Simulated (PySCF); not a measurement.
Calculation: PBE-D3(BJ)/def2-TZVP (PySCF 2.14.0). All species are isolated molecules in the gas phase. One relaxed conformer stands for a flexible species; it need not be the lowest. Excitations are Tamm–Dancoff values on a coarser integration grid. The basis has no diffuse functions, so Rydberg states are missing or too high.

Reference species (SMILES): `[OH][Ge]([OH])([Cl])[Cl]` (H–O–Ge–Cl torsion 50°, Cl–Ge–O–H torsion 171°) (neutral, multiplicity 1).

```
Property              Result
-------------------  -------
S1–T1 gap (TDA)      0.32 eV
T1 excitation (TDA)  5.15 eV
```

Changed species: `[OH][Ge]([Cl])([Cl])[Cl]` (1 of 4 Cl replaced by OH; the reference has 2 of 4 Cl replaced by OH).

**Question.** Predict the effect on the S1–T1 gap (TDA) and T1 excitation (TDA).

**Answer.** the S1–T1 gap (TDA) stays essentially unchanged; the T1 excitation (TDA) falls by 0.31 eV, to 4.84 eV.
